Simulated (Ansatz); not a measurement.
Basis-set extrapolation for FH4O2Si2 (`O[Si](F)O[SiH3]`) radical (PBE0-D4/def2-TZVP geometry, frozen core, the Gaussian-basis code of Ansatz). Multiplicity 2, UHF reference.

```csv
,def2-TZVPP,def2-QZVPP
HF,-829.683290,-829.715561
MP2 correlation,-0.937457,-1.018754
CCSD(T) correlation,-0.995946,not run
```

Energies in hartree. Use E(X) = E(∞) + A·exp(−7.88·√X) for Hartree–Fock and E(X) = E(∞) + B·X^(−2.97) for correlation, with X = 3 and 4, and add CCSD(T) minus MP2 of the smaller set to the MP2 limit.

Task: What is the CCSD(T) energy at the basis-set limit?

Result: HF limit: -829.715561 + (-0.032271) × 0.13774 = -829.72001. MP2 limit: -1.018754 + (-0.081297) × 0.74074 = -1.07897. Higher-order term: -0.995946 − (-0.937457) = -0.05849. Total: -830.85747 hartree, 111.8 kcal/mol below CCSD(T)/def2-TZVPP.
